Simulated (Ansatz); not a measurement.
Consider the silylene formation by 1,1-elimination: `C=C(S)[SiH2]Cl` → `C=C(S)Cl` + `[SiH2]`.

Computed with Ansatz on PBE0-D4/def2-TZVP structures; ΔE is electronic, products minus reactants. CCSD(T)/CBS adds triple-zeta CCSD(T) − MP2 to the extrapolated MP2 energy (def2 sets, frozen cores). This one scheme is used for every species. Functionals use def2-TZVPP. B3LYP here is the variant with VWN-RPA as its local correlation; programs differ in this. One conformer a species, not always the lowest.

`C=C(S)[SiH2]Cl`:

Cartesian coordinates in Å:
```
C 0.268 0.912 -1.094
C 0.294 0.290 0.087
S 1.291 0.741 1.451
Si -0.766 -1.228 0.310
Cl -2.019 -0.999 1.921
H -0.389 0.569 -1.886
H 0.889 1.776 -1.316
H 1.946 1.758 0.863
H -1.582 -1.397 -0.913
H 0.066 -2.423 0.576
```

`C=C(S)Cl`:

Z-matrix (Å, degrees):
```
C
C 1 1.326
H 1 1.082 2 120.0
H 1 1.082 2 121.1 3 -179.5
S 2 1.752 1 122.4 3 7.3
Cl 2 1.730 1 121.0 3 -177.2
H 5 1.343 2 96.4 1 -144.9
```

`[SiH2]`:

```xyz
3

Si    0.061    0.475    0.526
H     1.055   -0.277   -0.354
H    -1.116   -0.199   -0.173
```

```json
{"level": "PBE-D4", "ΔE (kcal/mol)": "93.2", "difference from CCSD(T)/CBS": "-1.8"}
{"level": "B3LYP-D4", "ΔE (kcal/mol)": "93.1", "difference from CCSD(T)/CBS": "-1.9"}
{"level": "ωB97M-V", "ΔE (kcal/mol)": "93.6", "difference from CCSD(T)/CBS": "-1.4"}
{"level": "PBE0", "ΔE (kcal/mol)": "94.5", "difference from CCSD(T)/CBS": "-0.5"}
{"level": "MP2/def2-TZVPP", "ΔE (kcal/mol)": "98.8", "difference from CCSD(T)/CBS": "3.8"}
{"level": "CCSD/def2-TZVPP", "ΔE (kcal/mol)": "92.1", "difference from CCSD(T)/CBS": "-2.9"}
{"level": "MP2/def2-QZVPP", "ΔE (kcal/mol)": "100.1", "difference from CCSD(T)/CBS": "5.1"}
{"level": "SCS-MP2/def2-QZVPP", "ΔE (kcal/mol)": "96.6", "difference from CCSD(T)/CBS": "1.6"}
{"level": "MP2/CBS(def2)", "ΔE (kcal/mol)": "101.0", "difference from CCSD(T)/CBS": "6.0"}
{"level": "CCSD/CBS(def2)", "ΔE (kcal/mol)": "94.4", "difference from CCSD(T)/CBS": "-0.6"}
{"level": "CCSD(T)/CBS", "ΔE (kcal/mol)": "95.0", "difference from CCSD(T)/CBS": "0"}
```

Largest T1 diagnostic among the species: 0.014.

In def2-TZVPP, CCSD(T) changes the Hartree–Fock value by +0.8 kcal/mol (the triples alone add +0.7 kcal/mol) and MP2 by +6.7 kcal/mol. The D4 term adds +3.8 kcal/mol with B3LYP and +2.1 kcal/mol with PBE0; it sums over pairs of atoms, weighted by their polarisabilities, and B3LYP, whose exchange is more repulsive, gets the larger term. From PBE to PBE0 (25 % exact exchange), in def2-TZVPP and without D4, ΔE moves by +3.7 kcal/mol.
